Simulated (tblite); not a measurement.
Question: Give a GFN2-xTB geometry of `C[C@@H]1C[C@@H]1c1[c]nsn1` [radical]. (Doublet state.)

Answer: 
Z-matrix in Å and degrees, rows numbered from 1:
```
C 
C   1  1.5054
C   2  1.4915  1  120.01
C   3  1.5126  2   60.62  1  -110.68
C   4  1.4557  2  119.99  3  -107.11
C   5  1.4156  4  126.61  2    25.91
N   6  1.2724  5  117.25  4  -179.72
S   7  1.6605  6  107.36  5    -0.32
N   5  1.3156  4  123.83  2  -154.09
H   1  1.0885  2  110.62  3   -73.68
H   1  1.1006  2  109.74  3    46.03
H   1  1.0883  2  110.82  3   165.43
H   2  1.0840  1  113.86  3   145.37
H   3  1.0789  2  119.61  4  -107.21
H   3  1.0799  2  117.65  4   106.84
H   4  1.0823  2  118.13  3   107.33
```

C5 (carbon bonded to 2 C and N) is planar (angles 126.6°, 123.8° and 109.6°, sum 360.0°, 0.00 Å off the plane of its three neighbours). N7 (nitrogen bonded to C and S) is bent (angle 107.4°). The 6 C–C bonds span 1.416 Å (C5–C6, aromatic) to 1.516 Å (C2–C4, drawn single), a spread of 0.100 Å. The 3-membered ring C2–C3–C4 has internal angles of 59.0° to 60.6°.

Computed geometry: GFN2-xTB, gas phase. This method treats the open shell by occupation alone, without spin polarisation.

Point group: C1 (no symmetry element, even within 0.4 Å). Its GFN2-xTB frequencies are all real (lowest 49 cm⁻¹). Torsions: C3–C4–C5–C6 -43°.

One conformer stands for the species.
